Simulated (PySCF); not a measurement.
**Finite-field polarisability of Pb (lead, neutral)**

[Xe] 4f14 5d10 6s2 6p2, high-spin 3P determinant. Computed with PySCF 2.14 in aug-cc-pVTZ-DK3, with the spin-free X2C one-electron Hamiltonian (Gaussian nucleus). Frozen: [Xe] 4f14 5d10. Energy changes in a uniform field (μhartree):

```csv
axis,F (au),HF,MP2,CCSD,CCSD(T)
x,0.0021,-103.318,-103.981,-104.093,-104.316
x,0.0042,-413.508,-416.154,-416.603,-417.499
y,0.0017,-101.541,-101.486,-101.654,-101.820
y,0.0034,-406.851,-406.606,-407.276,-407.940
z,0.0017,-101.541,-101.486,-101.654,-101.820
z,0.0034,-406.851,-406.606,-407.276,-407.940
```

(1) Derive α along x at CCSD(T) from the two fields.

(2) And the mean polarisability at each level?

CCSD(T) lies more than 5 % above the reference; correlation of the frozen inner shells, absent here, would lower it, and spin-orbit coupling is absent too.

Spin-orbit coupling is strong in this species (close to jj coupling), so the high-spin LS determinant is a model state, not a physical level.

Answers

(1) With ΔE = −αF²/2 − γF⁴/24, α = −(16 ΔE(F) − ΔE(2F))/(6F²) = 47.30 bohr³.

(2) HF 62.44, MP2 62.51, CCSD 62.61, CCSD(T) 62.72 bohr³. Reference: 47 ± 3 bohr³ (recommended; Schwerdtfeger and Nagle, table of static dipole polarizabilities (2023 update)).
